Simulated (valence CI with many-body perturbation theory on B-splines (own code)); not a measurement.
# Energy levels of Sn XLIV

Calculated by relativistic CI+MBPT: five valence electrons over a frozen Dirac-Fock core [He], a basis of 11 s, 11 p, 10 d, 8 f, 5 g, 2 h functions for each j, with the one-electron correlation potential Σ1 (screened to all orders), the two-electron term Σ2, the three-electron term Σ3, Breit, model QED; selected single and double excitations, second order for the rest, scaled by the run's own slope (own B-spline code, finite nucleus).

No measured spectrum was set against this ion. As an estimate, large intervals hold to a few tenths of a per cent, small ones and those within an open d or f shell to about a per cent. Among the levels kept, up to 7200 cm⁻¹ of a level comes from second order outside the variational space, and about a tenth of that is noise between levels of different J, which matters for small intervals.

Levels 136 to 180 of 202, with energies above the lowest level, (2s^2 2p1/2^2 2p3/2) J=3/2. "Leading %" is the weight of the configuration and term that name the level; weights of strongly mixed levels are sums over their largest components and can fall short. In the jj column 3d3/2^4 stands for four electrons in 3d with j = 3/2. Lifetimes count E1, E2, E3, M1 and M2 decay at the calculated energies, and are blank where another channel may lead or the interval is too uncertain; long ones can be off by a factor of two.

| No. | Configuration | Term | J | E (eV) | Leading % | Lifetime | g | Leading jj |
| --- | --- | --- | --- | --- | --- | --- | --- | --- |
| 136 | 2s 2p3 3p | 4P | 3/2 | 4702.3 | 32 | 29.3 fs | 1.423 | 2s 2p1/2 2p3/2^2 3p3/2 (99 %) |
| 137 | 2s 2p3 3d | 6D° | 7/2 | 4703.7 | 35 | 10.6 fs | 1.287 | 2s 2p1/2 2p3/2^2 3d3/2 (69 %) |
| 138 | 2s 2p3 3p | 4P | 5/2 | 4708.7 | 48 | 18.1 fs | 1.337 | 2s 2p1/2 2p3/2^2 3p3/2 (94 %) |
| 139 | 2s 2p3 3d | 6D° | 9/2 | 4710.6 | 43 | 8.91 ps | 1.337 | 2s 2p1/2 2p3/2^2 3d5/2 (95 %) |
| 140 | 2s 2p3 3p | 2P | 1/2 | 4713.1 | 67 | 72.2 fs | 0.729 | 2s 2p1/2 2p3/2^2 3p3/2 (95 %) |
| 141 | 2s 2p3 3d | 4D° | 7/2 | 4715.7 | 56 | 50.0 fs | 1.260 | 2s 2p1/2 2p3/2^2 3d5/2 (70 %) |
| 142 | 2s 2p3 3p | 4P | 3/2 | 4715.9 | 31 | 25.1 fs | 1.303 | 2s 2p1/2 2p3/2^2 3p3/2 (97 %) |
| 143 | 2s 2p3 3p | 2F | 7/2 | 4720.4 | 76 | 16.8 fs | 1.185 | 2s 2p1/2 2p3/2^2 3p3/2 (96 %) |
| 144 | 2s 2p3 3p | 2P | 1/2 | 4725.5 | 45 | 10.9 fs | 1.348 | 2s 2p1/2 2p3/2^2 3p3/2 (94 %) |
| 145 | 2s 2p3 3p | 2D | 5/2 | 4725.6 | 41 | 83.9 fs | 1.295 | 2s 2p1/2 2p3/2^2 3p3/2 (96 %) |
| 146 | 2s 2p3 3d | 4F° | 9/2 | 4729.9 | 39 | 2.78 ps | 1.206 | 2s 2p1/2 2p3/2^2 3d3/2 (86 %) |
| 147 | 2s 2p3 3p | 2P | 3/2 | 4730.2 | 35 | 25.8 fs | 1.258 | 2s 2p1/2 2p3/2^2 3p3/2 (96 %) |
| 148 | 2s 2p3 3p | 2D | 5/2 | 4730.2 | 46 | 142 fs | 1.240 | 2s 2p1/2 2p3/2^2 3p3/2 (95 %) |
| 149 | 2s 2p3 3d | 4D° | 1/2 | 4730.4 | 53 | 7.47 fs | 0.835 | 2s 2p1/2 2p3/2^2 3d5/2 (92 %) |
| 150 | 2s 2p3 3d | 4P° | 5/2 | 4733.7 | 44 | 3.93 fs | 1.367 | 2s 2p1/2 2p3/2^2 3d5/2 (51 %) |
| 151 | 2s 2p3 3d | 4D° | 7/2 | 4735.1 | 47 | 4.17 fs | 1.304 | 2s 2p1/2 2p3/2^2 3d3/2 (85 %) |
| 152 | 2s 2p3 3d | 4S° | 3/2 | 4737.6 | 28 | 3.68 fs | 1.308 | 2s 2p1/2 2p3/2^2 3d5/2 (70 %) |
| 153 | 2s 2p3 3d | 4D° | 5/2 | 4741.4 | 69 | 2.87 fs | 1.279 | 2s 2p1/2 2p3/2^2 3d3/2 (57 %) |
| 154 | 2s 2p3 3d | 4G° | 11/2 | 4742.9 | 100 | 11.1 ps | 1.261 | 2s 2p1/2 2p3/2^2 3d5/2 (100 %) |
| 155 | 2s 2p3 3d | 4P° | 3/2 | 4743.1 | 52 | 2.57 fs | 1.533 | 2s 2p1/2 2p3/2^2 3d3/2 (77 %) |
| 156 | 2s 2p3 3p | 2P | 1/2 | 4743.3 | 63 | 37.4 fs | 1.346 | 2s 2p1/2 2p3/2^2 3p3/2 (96 %) |
| 157 | 2s 2p3 3p | 2D | 3/2 | 4744.8 | 43 | 27.0 fs | 1.097 | 2s 2p1/2 2p3/2^2 3p3/2 (93 %) |
| 158 | 2s 2p3 3d | 2G° | 9/2 | 4746.0 | 49 | 2.00 ps | 1.211 | 2s 2p1/2 2p3/2^2 3d5/2 (88 %) |
| 159 | 2s 2p3 3d | 2S° | 1/2 | 4757.3 | 48 | 6.31 fs | 1.696 | 2s 2p1/2 2p3/2^2 3d5/2 (92 %) |
| 160 | 2s 2p3 3d | 4F° | 3/2 | 4764.8 | 32 | 5.28 fs | 1.023 | 2s 2p1/2 2p3/2^2 3d5/2 (50 %) |
| 161 | 2s 2p3 3d | 2F° | 7/2 | 4766.0 | 53 | 5.52 fs | 1.126 | 2s 2p1/2 2p3/2^2 3d5/2 (78 %) |
| 162 | 2s 2p3 3d | 4F° | 3/2 | 4766.7 | 33 | 6.08 fs | 0.983 | 2s 2p1/2 2p3/2^2 3d3/2 (50 %) |
| 163 | 2s 2p3 3d | 2D° | 5/2 | 4768.4 | 44 | 4.71 fs | 1.154 | 2s 2p1/2 2p3/2^2 3d5/2 (74 %) |
| 164 | 2s 2p3 3d | 4D° | 1/2 | 4777.6 | 54 | 6.71 fs | 0.542 | 2s 2p1/2 2p3/2^2 3d3/2 (91 %) |
| 165 | 2s 2p3 3d | 4G° | 5/2 | 4779.1 | 24 | 7.67 fs | 1.011 | 2s 2p1/2 2p3/2^2 3d3/2 (74 %) |
| 166 | 2s 2p3 3d | 2D° | 3/2 | 4779.7 | 37 | 41.9 fs | 0.860 | 2s 2p1/2 2p3/2^2 3d3/2 (92 %) |
| 167 | 2p4 3s | 4P | 5/2 | 4781.8 | 68 | 95.2 fs | 1.469 | 2p1/2^2 2p3/2^2 3s (93 %) |
| 168 | 2s 2p3 3d | 4D° | 5/2 | 4784.8 | 32 | 7.74 fs | 1.200 | 2s 2p1/2 2p3/2^2 3d5/2 (76 %) |
| 169 | 2s 2p3 3d | 2G° | 7/2 | 4786.0 | 54 | 49.1 fs | 1.001 | 2s 2p1/2 2p3/2^2 3d3/2 (85 %) |
| 170 | 2p4 3s | 2P | 3/2 | 4790.1 | 52 | 24.1 fs | 1.209 | 2p1/2^2 2p3/2^2 3s (92 %) |
| 171 | 2s 2p3 3d | 2D° | 5/2 | 4792.3 | 36 | 15.3 fs | 1.177 | 2s 2p1/2 2p3/2^2 3d3/2 (67 %) |
| 172 | 2s 2p3 3d | 2D° | 3/2 | 4794.3 | 30 | 3.50 fs | 1.230 | 2s 2p1/2 2p3/2^2 3d3/2 (63 %) |
| 173 | 2s 2p3 3d | 4D° | 7/2 | 4794.4 | 48 | 23.7 fs | 1.232 | 2s 2p1/2 2p3/2^2 3d5/2 (95 %) |
| 174 | 2s 2p3 3d | 4D° | 5/2 | 4796.9 | 28 | 16.6 fs | 1.381 | 2s 2p1/2 2p3/2^2 3d5/2 (56 %) |
| 175 | 2s 2p3 3d | 2F° | 5/2 | 4798.4 | 32 | 2.65 fs | 1.109 | 2s 2p1/2 2p3/2^2 3d3/2 (82 %) |
| 176 | 2s 2p3 3d | 2P° | 1/2 | 4801.1 | 52 | 2.85 fs | 0.557 | 2s 2p1/2 2p3/2^2 3d3/2 (87 %) |
| 177 | 2s 2p3 3d | 2D° | 3/2 | 4802.8 | 37 | 2.82 fs | 1.057 | 2s 2p1/2 2p3/2^2 3d3/2 (94 %) |
| 178 | 2s 2p3 3s | 4P° | 5/2 | 4803.6 | 18 | 18.6 fs | 1.238 | 2s 2p1/2 2p3/2^2 3d5/2 (52 %) |
| 179 | 2s 2p3 3d | 2G° | 9/2 | 4805.2 | 79 | 752 fs | 1.138 | 2s 2p1/2 2p3/2^2 3d5/2 (96 %) |
| 180 | 2s 2p3 3d | 2P° | 1/2 | 4807.4 | 46 | 2.52 fs | 0.949 | 2s 2p1/2 2p3/2^2 3d3/2 (92 %) |

Where two levels of one J and parity lie close, their mixing, g and order are uncertain.
